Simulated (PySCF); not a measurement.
SMILES c1cncc(Sc2cccs2)c1 at its GFN2-xTB optimised geometry (Å):

```
19

C     -1.9737    -2.4162     0.0000
C     -2.6331    -1.1953     0.0011
N     -1.9998    -0.0348     0.0106
C     -0.6833    -0.0276     0.0145
C      0.0748    -1.1948     0.0000
S      1.8468    -1.1912     0.0304
C      2.2142     0.3815    -0.6571
C      2.9812     1.3537    -0.0897
C      3.1528     2.4684    -0.9380
C      2.5224     2.3221    -2.1312
S      1.7164     0.8110    -2.2690
C     -0.5906    -2.4162     0.0000
H     -2.5252    -3.3436    -0.0035
H     -3.7129    -1.1373    -0.0016
H     -0.2157     0.9480     0.0349
H      3.3932     1.2725     0.8995
H      3.7129     3.3436    -0.6624
H      2.4736     3.0140    -2.9481
H     -0.0277    -3.3376    -0.0005
```

Method: B3LYP/def2-SVP (PySCF 2.14.0). Cells within 0.4 Å of a nucleus heavier than hydrogen are left out (blank, or x).

Map of the deformation density (molecule minus spherical neutral atoms) (e/bohr³) on the plane z = 0.0 Å:

```
|2222222222222222222222222|
|2222222222222222222222222|
|2222222222222222222222222|
|2222222222222222222222222|
|2222222222222222222112222|
|2222222222222222221112222|
|2222222222222222211211222|
|2222222222222222211111222|
|2222222222222222123111222|
|222222222211112222x212222|
|222222222115312236x112222|
|2222222572195111232112222|
|22222115x8xx2112311122222|
|2222121673296111311122222|
|2221297x2003x54xx01222222|
|2221254x3004x331x21222222|
|2222111783386111322222222|
|22222113x99x3111222222222|
|2222212962278212222222222|
|2222211431134122222222222|
|2222221111111122222222222|
|2222222222222222222222222|
|2222222222222222222222222|
|2222222222222222222222222|
|2222222222222222222222222|
```
Scale: ten equal steps from -0.029 (start of '0') to 0.099 (end of '9'), in the order '0123456789'; x runs from -6.00 to 6.00, y from -6.00 (bottom) to 6.00 (top).
